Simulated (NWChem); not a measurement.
System: CH5FO2Si; SMILES OC[Si@H](O)F

Here is an NWChem input.

```
start job
memory heap 200 mb stack 900 mb global 1100 mb
geometry units angstroms noautosym nocenter noautoz
  O      0.145738    -2.206187     0.022379
  C     -0.745988    -1.147529    -0.263889
  Si    -0.013060     0.471088     0.324049
  O     -0.812759     1.722674    -0.393903
  F      1.535270     0.413972    -0.196706
  H      0.995156    -1.987547    -0.378291
  H     -1.006719    -1.079127    -1.340501
  H     -1.692410    -1.358892     0.260390
  H      0.070955     0.637694     1.799527
  H     -0.635914     2.618438    -0.093235
end
basis spherical
  * library pcsseg-1
end
dft
  xc pbe0
  iterations 150
end
property
  shielding
end
task dft property
```

Excerpt of the output:

```
             Northwest Computational Chemistry Package (NWChem) 7.3.0
             --------------------------------------------------------

                             Geometry "geometry" -> ""
                             -------------------------

 Output coordinates in angstroms (scale by  1.889725989 to convert to a.u.)

  No.       Tag          Charge          X              Y              Z
 ---- ---------------- ---------- -------------- -------------- --------------
    1 O                    8.0000     0.14573800    -2.20618700     0.02237900
    2 C                    6.0000    -0.74598800    -1.14752900    -0.26388900
    3 Si                  14.0000    -0.01306000     0.47108800     0.32404900
    4 O                    8.0000    -0.81275900     1.72267400    -0.39390300
    5 F                    9.0000     1.53527000     0.41397200    -0.19670600
    6 H                    1.0000     0.99515600    -1.98754700    -0.37829100
    7 H                    1.0000    -1.00671900    -1.07912700    -1.34050100
    8 H                    1.0000    -1.69241000    -1.35889200     0.26039000
    9 H                    1.0000     0.07095500     0.63769400     1.79952700
   10 H                    1.0000    -0.63591400     2.61843800    -0.09323500

 Effective nuclear repulsion energy (a.u.)     251.3700314690

                              NWChem Property Module
                              ----------------------

  itol2e modified to match energy
  convergence criterion.

                                 NWChem DFT Module
                                 -----------------

 Summary of "ao basis" -> "ao basis" (spherical)
 ------------------------------------------------------------------------------
       Tag                 Description            Shells   Functions and Types
 ---------------- ------------------------------  ------  ---------------------
 O                          pcsseg-1                 7       17   3s3p1d
 C                          pcsseg-1                 7       17   3s3p1d
 Si                         pcsseg-1                10       24   4s5p1d
 F                          pcsseg-1                 7       17   3s3p1d
 H                          pcsseg-1                 3        5   2s1p

  itol2e modified to match energy
  convergence criterion.

            General Information
            -------------------
          SCF calculation type: DFT
          Wavefunction type:  closed shell.
          No. of atoms     :    10
          No. of electrons :    50
           Alpha electrons :    25
            Beta electrons :    25
          Charge           :     0
          Spin multiplicity:     1
          Use of symmetry is: off; symmetry adaption is: off
          Maximum number of iterations: 150
          AO basis - number of functions:   117
                     number of shells:    53
          Convergence on energy requested:  1.00D-07
          Convergence on density requested:  1.00D-05
          Convergence on gradient requested:  5.00D-04

              XC Information
              --------------
                         PBE0 Method XC Functional
                     Hartree-Fock (Exact) Exchange  0.250
          PerdewBurkeErnzerhof Exchange Functional  0.750
            Perdew 1991 LDA Correlation Functional  1.000 local
           PerdewBurkeErnz. Correlation Functional  1.000 non-local

[...]

          -----------------------------------------
          Chemical Shielding Tensors (GIAO, in ppm)
          -----------------------------------------

                                NWChem CPHF Module
                                ------------------

  scftype          =     RHF
  nclosed          =       25
  nopen            =        0
  variables        =     2300
  # of vectors     =        3
  tolerance        = 0.10D-03
  level shift      = 0.00D+00
  max iterations   =       50
  max subspace     =       30

 SCF residual:    1.9897780446951100E-004

Iterative solution of linear equations
  No. of variables     2300
  No. of equations        3
  Maximum subspace       30
        Iterations       50
       Convergence  1.0D-04

   iter   nsub   residual    time
   ----  ------  --------  ---------
     1      3    2.45D-01      90.1
     2      6    1.10D-02     101.5
     3      9    8.59D-04     112.9
     4     12    7.27D-05     124.3

      Atom:    1  O
        Diamagnetic
    399.4414     -9.5469     -3.1653
     -9.5469    391.5418     -4.2169
     -3.1653     -4.2169    375.0575

        Paramagnetic
    -16.6672     39.3037    -43.0919
     39.3037    -67.3065    -13.8406
    -43.0919    -13.8406    -34.1318

        Total Shielding Tensor
    382.7742     29.7568    -46.2572
     29.7568    324.2354    -18.0576
    -46.2572    -18.0576    340.9257

           isotropic =     349.3118
          anisotropy =     113.0432

          Principal Components and Axis System
                 1           2           3
              424.6739    312.6916    310.5698

      1         0.7955      0.0249      0.6055
      2         0.3274      0.8232     -0.4639
      3        -0.5100      0.5672      0.6467

      Atom:    2  C
        Diamagnetic
    249.4642     -4.7840      2.9196
     -4.7840    259.3444     -1.2933
      2.9196     -1.2933    243.0361

        Paramagnetic
   -117.7614    -28.1090      7.5099
    -28.1090   -105.7274     -2.3640
      7.5099     -2.3640   -131.6957

        Total Shielding Tensor
    131.7028    -32.8930     10.4295
    -32.8930    153.6171     -3.6572
     10.4295     -3.6572    111.3404

           isotropic =     132.2201
          anisotropy =      69.5143

          Principal Components and Axis System
                 1           2           3
              178.5629    115.4036    102.6938

      1        -0.5892      0.4583      0.6654
      2         0.7967      0.4669      0.3838
      3        -0.1348      0.7563     -0.6403

      Atom:    3  Si
        Diamagnetic
    881.4656     -1.4966     -0.6427
     -1.4966    882.2657     -0.7080
     -0.6427     -0.7080    874.4196

        Paramagnetic
   -529.8293     26.1132     -4.8454
     26.1132   -506.7935      5.8215
     -4.8454      5.8215   -508.9873

        Total Shielding Tensor
    351.6363     24.6165     -5.4881
     24.6165    375.4722      5.1135
     -5.4881      5.1135    365.4323

           isotropic =     364.1803
          anisotropy =      40.2084

          Principal Components and Axis System
                 1           2           3
              390.9859    367.1038    334.4511

      1         0.5237     -0.2269      0.8211
      2         0.8500      0.0740     -0.5216
      3         0.0576      0.9711      0.2316

      Atom:    4  O
        Diamagnetic
    382.1800     -7.0790      6.4730
     -7.0790    409.0322     -4.3465
      6.4730     -4.3465    380.3921

        Paramagnetic
    -94.2339     -6.5379    -18.7100
     -6.5379   -146.5951    -28.2596
    -18.7100    -28.2596   -111.4524

        Total Shielding Tensor
    287.9461    -13.6169    -12.2370
    -13.6169    262.4370    -32.6061
    -12.2370    -32.6061    268.9397

           isotropic =     273.1076
          anisotropy =      38.0241

          Principal Components and Axis System
                 1           2           3
              298.4570    293.4796    227.3861

      1         0.0123      0.9571      0.2894
      2        -0.6736     -0.2059      0.7098
      3         0.7390     -0.2037      0.6422

      Atom:    5  F
        Diamagnetic
    488.2350     -0.7130     -7.7913
     -0.7130    466.8940      0.0139
     -7.7913      0.0139    464.6774

        Paramagnetic
   -124.9245    -26.0971    -22.7651
    -26.0971   -146.4503    -37.4456
    -22.7651    -37.4456   -128.9150

        Total Shielding Tensor
    363.3105    -26.8101    -30.5564
    -26.8101    320.4437    -37.4317
    -30.5564    -37.4317    335.7625

           isotropic =     339.8389
          anisotropy =      65.0555

          Principal Components and Axis System
                 1           2           3
              383.2092    364.1399    272.1676

      1         0.8630     -0.3031      0.4043
      2        -0.0702      0.7204      0.6900
      3        -0.5004     -0.6238      0.6004

      Atom:    6  H
        Diamagnetic
     40.5220     -0.0756     -7.1654
     -0.0756     29.3075     -0.5296
     -7.1654     -0.5296     23.3487

        Paramagnetic
     -0.3427      0.6679     -0.0369
      0.6679      0.2370     -1.8291
     -0.0369     -1.8291      1.0986

        Total Shielding Tensor
     40.1794      0.5923     -7.2023
      0.5923     29.5445     -2.3587
     -7.2023     -2.3587     24.4473

           isotropic =      31.3904
          anisotropy =      17.6037

          Principal Components and Axis System
                 1           2           3
               43.1262     29.8722     21.1728

      1         0.9234     -0.1812      0.3382
      2         0.1044      0.9669      0.2330
      3        -0.3692     -0.1798      0.9118

      Atom:    7  H
        Diamagnetic
     24.8197     -0.4911      6.1813
     -0.4911     25.7965     -0.3203
      6.1813     -0.3203     36.9161

        Paramagnetic
      2.0776     -1.5165     -2.0734
     -1.5165      1.5318     -0.2046
     -2.0734     -0.2046     -8.0175

[...]
```

Level: PBE0/pcSseg-1, GIAO. Coordinates come from a PBE0/def2-SVP optimisation. The printed shielding anisotropy is the first printed principal value minus the mean of the other two.
